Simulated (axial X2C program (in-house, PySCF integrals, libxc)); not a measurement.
# KSi⁻: from the spin-free to the two-component result

All values were computed with an in-house all-electron X2C program for linear molecules (integrals from PySCF). Spin-free means the one-electron spin-free X2C Hamiltonian; two-component (2c) means X2C with spin–orbit coupling and atomic mean-field two-electron Coulomb and Gaunt terms, so the difference of the two also holds small scalar two-electron terms. Basis: K dyall-acv3z [12s13p7d3f], Si dyall-av3z [9s8p3d2f] (cores contracted in-house); Gaussian nuclei, density fitting, unrestricted open shells. Masses: K 38.964 u, Si 27.977 u.

Spin-free state: M_S = 1, Λ = 0 (beyond evenly filled blocks: π+α, π-α); fragments K + Si-.

```json
{"level": "PBE0", "Re (Å)": "3.244", "ωe (cm⁻¹)": "151.0", "De (eV)": "0.974", "μ (D)": "1.38"}
{"level": "HF", "Re (Å)": "3.368", "ωe (cm⁻¹)": "141.7", "De (eV)": "0.883", "μ (D)": "2.95"}
{"level": "CCSD", "Re (Å)": "3.283", "ωe (cm⁻¹)": "149.9", "De (eV)": "0.925", "μ (D)": "n/a"}
{"level": "CCSD(T)", "Re (Å)": "3.274", "ωe (cm⁻¹)": "150.6", "De (eV)": "0.896", "μ (D)": "n/a"}
{"level": "BP86", "Re (Å)": "3.246", "ωe (cm⁻¹)": "148.3", "De (eV)": "0.955", "μ (D)": "-0.07"}
```

Correlated methods: 14 electrons correlated (number of frozen shells: K 2 s, 1 p; Si 2 s, 1 p), 258 virtual spin orbitals or spinors in MP2, 89 natural virtuals in coupled cluster.

Dipoles are positive if Si is the positive end and refer to the centre of mass.

Two-component determinant lowest at the distance of the search:

Ω = 1 (⟨Sz⟩ = 1.00, ⟨Lz⟩ = 0.00 at HF); fragments K + Si-.

```csv
level,Re (Å),ωe (cm⁻¹),De (eV),μ (D)
PBE0,3.244,150.9,0.974,1.38
HF,3.368,141.7,0.883,2.95
CCSD,3.285,149.8,0.927,n/a
CCSD(T),3.276,150.7,0.899,n/a
BP86,3.246,148.3,0.954,-0.07
```

(1) From the two tables, how do the constants change at the CCSD(T) level (2c against spin-free)?

One determinant describes the state; a PBE0 search over occupations chose it and may have missed a lower one. Dissociation energies refer to the lowest single-determinant-based atoms at the same level and basis. Density functionals use the spin component along the axis (collinear). Coupled cluster ran in a truncated set of natural virtual spinors; the MP2 energy of the rest was added. (T) has no such correction and the atoms are truncated less, which lowers De at CCSD(T) by a hundredth of an eV or more. Other states lie close and PBE0, whose exact exchange favours high spin, may order them wrongly; the determinant shown need not be the ground state. The nearest other spin-free determinant of the search, M_S = 2, Λ = 0, lies 0.11 eV up at the distance of the search. The functionals have no current-density term, which raises determinants with orbital currents, atoms included. With several unpaired electrons one determinant need not be a pure state. Open-shell Ω = 0 determinants with evenly filled partner blocks cannot be reached by this program, so the Ω shown need not be the lowest component. This is the Ω = 1 component of a π² triplet; the 0⁺ component is not one determinant and can lie lowest. The highest occupied level of some functionals is positive through self-interaction error; at Hartree–Fock it is bound. The determinant is spin-polarised beyond a pure state at some levels (its spin-free form has ⟨S²⟩ too high), which makes Re and μ there less reliable. Hartree–Fock gets electron affinities wrong, so its lowest charge split need not be the true one.

## Answers

(1) At the CCSD(T) level Re increases by 0.002 Å and ωe doesn't move by more than 0.2 cm⁻¹; De changes by 0.003 eV.
